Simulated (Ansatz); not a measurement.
Reaction (redistribution): `C[Si](S)(Cl)Cl` + `C#CC[TeH]` → `C#C[Si](C)(Cl)Cl` + `SC[TeH]`

Calculated with Ansatz (gas phase, PBE0-D4/def2-TZVP geometries, no zero-point term in ΔE). CCSD(T)/CBS adds triple-zeta CCSD(T) − MP2 to the extrapolated MP2 energy (def2 sets, frozen cores). Functionals use def2-TZVPP. Elements past krypton have def2 core potentials. For Te outer-core shells are correlated without core-valence functions, which leaves a few kJ/mol of doubt a bond. Each species was taken in one conformer, which may not be the lowest.

**Question.** Is it downhill or uphill in electronic energy at CCSD(T)/CBS, and by how much? (Estimate.)

**Answer.** Computed: Uphill: ΔE = +0.56 eV.

**Question.** What do these levels give: PBE-D4, B97M-V, ωB97X-V, PBE, HF/def2-TZVPP, MP2/def2-QZVPP? (An estimate is asked.)

**Answer.** Ansatz gave: PBE-D4 0.66, B97M-V 0.63, ωB97X-V 0.60, PBE 0.65, HF/def2-TZVPP 0.57, MP2/def2-QZVPP 0.58 eV.

**Question.** What do rigid-rotor, harmonic-oscillator terms from PBE0-D4/def2-TZVP frequencies (298.15 K, 1 bar) make of the CCSD(T)/CBS value? (Best estimate.)

**Answer.** Ansatz gave: ΔZPE = 0.00 eV, ΔH = +0.55 eV, ΔS = 1 J/(mol·K), ΔG = +0.55 eV.

Largest T1 diagnostic among the species: 0.011.

At CCSD(T), def2-SVP lies +0.04 eV from the extrapolated value and def2-TZVPP −0.00 eV. From BLYP to BHLYP (50 % exact exchange), in def2-TZVPP and without D4, ΔE moves by +0.03 eV. Leaving LDA and LC-ωPBE aside and taking each functional with its dispersion term where it has one, the values, not all of them listed here, spread over 0.09 eV, from B2PLYP to PBE0-D4. LDA lies +0.08 eV from PBE without D4.
